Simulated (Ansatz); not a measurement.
`C[SiH](F)C#N` + `BBO` → `BBO[SiH](C)F` + `C#N` at 500 K and 1 bar (ligand exchange at the Si–C bond).

Calculated with Ansatz (gas phase, PBE0-D4/def2-TZVP geometries, no zero-point term in ΔE). CCSD(T)/CBS is the MP2 limit (def2-TZVPP, def2-QZVPP) plus CCSD(T) − MP2 in def2-TZVPP, frozen cores. This one scheme is used for every species. Each species was taken in one conformer, which may not be the lowest.

| species | CCSD(T)/CBS energy (Eh) | H − E (kJ/mol) | S (J/(mol·K)) |
| --- | --- | --- | --- |
| `C[SiH](F)C#N` | -522.15876 | 192.8 | 392.1 |
| `BBO` | -127.16606 | 153.7 | 310.2 |
| `BBO[SiH](C)F` | -556.02948 | 284.7 | 474.3 |
| `C#N` | -93.32098 | 60.1 | 220.8 |

H − E and S are ideal-gas, rigid-rotor, harmonic terms from PBE0-D4/def2-TZVP, for one conformer and one mirror image of each species. 1 Eh = 2625.50 kJ/mol, R = 8.31446 J/(mol·K).

Question: By hand: ΔE, ΔH, ΔS and ΔG.

Answer: ΔE = (-556.02948) + (-93.32098) − (-522.15876) − (-127.16606) = -0.02564 Eh = -67.3 kJ/mol. Δ(H − E) = 284.7 + 60.1 − 192.8 − 153.7 = -1.7, so ΔH = -69.0 kJ/mol. ΔS = 474.3 + 220.8 − 392.1 − 310.2 = -7.2 J/(mol·K). ΔG = -69.0 − 500 × (-7.2)/1000 = -65.4 kJ/mol.

Question: By hand: the equilibrium constant, and the temperature at which ΔG would vanish if ΔH and ΔS stayed fixed.

Answer: log₁₀ K = −ΔG/(RT ln 10) = 6.8. ΔG = 0 at ΔH/ΔS = 9583 K, far beyond where these terms or the molecules hold.

The number of gas molecules stays the same, so ΔS is small and ΔH decides. A doubt of 5 kJ/mol in ΔE shifts log₁₀ K by 0.5 here. Other conformers and mirror images would add mixing entropy, several J/(mol·K) or more a flexible species. Modes under 60 cm⁻¹, often nearly free rotors, make the harmonic entropy too high. These are equilibria of isolated gas molecules and say nothing of rates. Largest T1 diagnostic: 0.014 (customary marks: 0.02 for closed shells, 0.045 for open ones).
